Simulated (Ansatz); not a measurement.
Cost and result up the ladder for the cluster Li5Te3 (8 atoms). Total charge 0; doublet. Geometry: PBE-D4/def2-SVP.

```tsv
atom	x (Å)	y (Å)	z (Å)
Li1	0.818	-1.647	1.770
Li2	-1.102	-1.893	-0.360
Li3	1.254	-0.002	-1.517
Li4	-1.931	1.644	-0.428
Li5	0.554	1.916	1.038
Te6	-1.280	-0.001	1.575
Te7	1.403	-2.455	-0.603
Te8	0.284	2.438	-1.475
```

Ansatz on 4 threads of Arm Neoverse V1 on a shared host. Times are rough, and most runs start from the orbitals of an earlier one. PBE0-D4/def2-TZVP serves as the yardstick here, not as an exact answer. Differences are given only for rows in sets of like size (and for xTB, whose basis is part of the method), since another set adds its own error. Binding counts from free atoms at the same level (Li doublet, Te triplet; other spins of the atoms weren't run), without zero-point energy or a counterpoise term.

In the def2 sets Te takes a core potential; there is no spin–orbit coupling. HSE06 is defined as in plane-wave codes, on full-range PBE exchange. Correlated methods freeze 12 core orbitals; core or outer-core shells of Li, Te are correlated, in sets that lack core-valence functions. The rows differ in basis, and correlated rows in double-zeta sets carry the largest basis error. In CCSD on the charge 0 doublet the largest single amplitude is 0.40, so its Hartree–Fock determinant may place the open shell otherwise than the density functionals do. Another isomer (doublet) lies 0.65 eV lower at PBE0-D4/def2-TZVP; other spin states weren't run for this one.

Correlated methods converge slowly with the basis, most of all in double-zeta sets.

| level | functions | wall time | binding energy per atom (eV) | difference from PBE0-D4/def2-TZVP (eV) |
| --- | --- | --- | --- | --- |
| PBE-D4/def2-SVP | 123 | 5.5 s | 2.33 | – |
| PBE0-D4/def2-SVP | 123 | 7.5 s | 2.28 | – |
| BLYP-D4/def2-TZVP | 220 | 8.5 s | 2.22 | 0.00 |
| PBE-D4/def2-TZVP (with forces) | 220 | 9 s | 2.27 | 0.04 |
| HSE06-D4/def2-TZVP | 220 | 17 s | 2.23 | 0.01 |
| MP2/def2-TZVP | 220 | 18 s | 2.09 | -0.13 |
| PBE0-D4/def2-TZVP | 220 | 19 s | 2.22 | 0.00 |
| r2SCAN-D4/def2-TZVP | 220 | 19 s | 2.25 | 0.03 |
| HF/def2-TZVP | 220 | 23 s | 1.46 | -0.76 |
| CCSD(T)/def2-SVP | 123 | 4 min | 2.01 | – |
